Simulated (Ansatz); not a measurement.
Coupled-cluster run, CH4BNO (`BOC=N`).

```yaml
crystal:
  periodic: [false, false, false]
  atoms:
    - {symbol: B, position_ang: [-0.631967, 1.325189, -0.214735]}
    - {symbol: O, position_ang: [0.422099, 0.701885, 0.380830]}
    - {symbol: C, position_ang: [0.686843, -0.618548, 0.227075]}
    - {symbol: N, position_ang: [-0.224787, -1.476502, 0.199817]}
    - {symbol: H, position_ang: [-1.264403, 0.763421, -1.056079]}
    - {symbol: H, position_ang: [-0.825456, 2.451235, 0.130450]}
    - {symbol: H, position_ang: [1.763545, -0.795069, 0.178913]}
    - {symbol: H, position_ang: [0.166224, -2.408811, 0.098029]}
basis:
  gaussian: {orbitals: def2-TZVPP}
correlation: {method: ccsd_t}
output: {orbitals: {seedname: orbitals}}
```

```sh
$ ansatz run in.yaml --threads 2 --pin off --events-out ev --progress --plain --max-ram 4352MiB
```

Output of Ansatz, abridged:

```
Functional definition: HF
1096 factors; integrals over basis functions are off by at most 1.3e-3 eV
mean field evaluation 1: about -5283.6225 eV, gradient 3.8e1 eV
mean field evaluation 2: about -5283.6276 eV, gradient 3.8e1 eV
mean field evaluation 4: about -5286.8062 eV, gradient 3.5e0 eV
mean field evaluation 8: about -5286.8583 eV, gradient 2.0e-1 eV
mean field evaluation 16: about -5286.8488 eV, gradient 1.1e0 eV
mean field -5286.85857068 eV, -194.2884689111 hartree, gradient 2.2e-6 eV, S^2 0.000000; 0 other end points of the search recorded, 0 dependent functions left out
4 core orbitals not correlated: weight in the atoms' cores, before any rotation towards them, 1.000 or more for the frozen orbitals, at most 0.000 for the correlated occupied ones
reference -5286.85857068 eV, -194.2884689111 hartree; 11, 11 occupied and 165, 165 virtual orbitals, 1096 factors
second order -18.84113482 eV of doubles, -0.00000000 eV of singles
cycle   1  -18.87945245 eV  change   -3.8e-2 eV  update   1.0e-1
cycle   2  -19.38382569 eV  change   -5.0e-1 eV  update   3.1e-2
cycle   3  -19.50789162 eV  change   -1.2e-1 eV  update   1.7e-2
cycle   4  -19.49217821 eV  change    1.6e-2 eV  update   4.8e-3
cycle   5  -19.49161297 eV  change    5.7e-4 eV  update   2.2e-3
cycle   6  -19.49266036 eV  change   -1.0e-3 eV  update   7.2e-4
cycle   7  -19.49211583 eV  change    5.4e-4 eV  update   2.6e-4
cycle   8  -19.49208908 eV  change    2.7e-5 eV  update   9.4e-5
cycle   9  -19.49212255 eV  change   -3.3e-5 eV  update   3.1e-5
cycle  10  -19.49211320 eV  change    9.4e-6 eV  update   1.2e-5
perturbative correction -0.81362062 eV, -0.0299000062 hartree
Total energy: -5307.16430450 eV, -195.0346908651 hartree
```

Hardware: 2 threads of an Arm Neoverse V1 on a shared host. Wall time 41 s, peak host memory 1.9 GiB.

The correlation energy is -20.306 eV, 4.0 % of it from (T); the T1 diagnostic reads 0.0150.
